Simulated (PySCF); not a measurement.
CH3AlBrF. Atoms are numbered in the order given.

```xyz
7

Al     0.1233     0.9319     0.0000
F      1.6865     1.5062     0.0000
Br    -0.1025    -1.3125     0.0000
C     -1.3681     2.1641     0.0000
H     -2.3375     1.6433     0.0000
H     -1.3234     2.8186     0.8868
H     -1.3234     2.8186    -0.8868
```
Charge 0, spin multiplicity 1.

Geometry: B3LYP-D3(BJ)/def2-SVP. The structure was generated by enumeration; whether it is a known compound was not checked.

Calculation: TDA-ωB97X/def2-SVPD in PySCF.

Vertical excitations. Gas-phase values at a fixed geometry. State labels are in the subgroup Cs.

```csv
state,symmetry,energy (eV),λ (nm),f,main pairs
S1,A",6.87,181,0.002,HOMO→LUMO+1 93 %
S2,A',7.11,174,0.084,HOMO→LUMO 82 %
S3,A",7.25,171,0.036,"HOMO−1→LUMO 58 %, HOMO−2→LUMO+1 26 %"
S4,A",7.39,168,0.053,"HOMO−2→LUMO+1 69 %, HOMO−1→LUMO 24 %"
S5,A',7.48,166,0.008,"HOMO−1→LUMO+1 75 %, HOMO−2→LUMO 15 %"
S6,A',7.89,157,0.347,"HOMO−2→LUMO 68 %, HOMO−1→LUMO+1 14 %"
S7,A',9.10,136,0.078,"HOMO→LUMO+3 50 %, HOMO−3→LUMO 13 %, HOMO→LUMO+6 10 %"
S8,A",9.20,135,0.000,"HOMO−3→LUMO+1 60 %, HOMO−1→LUMO+3 19 %"
S9,A',9.28,134,0.031,"HOMO−3→LUMO 26 %, HOMO→LUMO+4 14 %, HOMO→LUMO+2 9 %, HOMO→LUMO+3 8 %"
S10,A",9.31,133,0.081,"HOMO−1→LUMO+3 43 %, HOMO−3→LUMO+1 30 %, HOMO−1→LUMO+6 7 %"
T1,A",6.62,187,0,"HOMO→LUMO+1 72 %, HOMO−2→LUMO+1 23 %"
T2,A',6.67,186,0,HOMO→LUMO 70 %
T3,A',6.91,179,0,HOMO−1→LUMO+1 81 %
T4,A",6.99,177,0,"HOMO−1→LUMO 52 %, HOMO−2→LUMO+1 19 %, HOMO→LUMO+1 12 %"
```
Triplets are in the Tamm–Dancoff approximation.
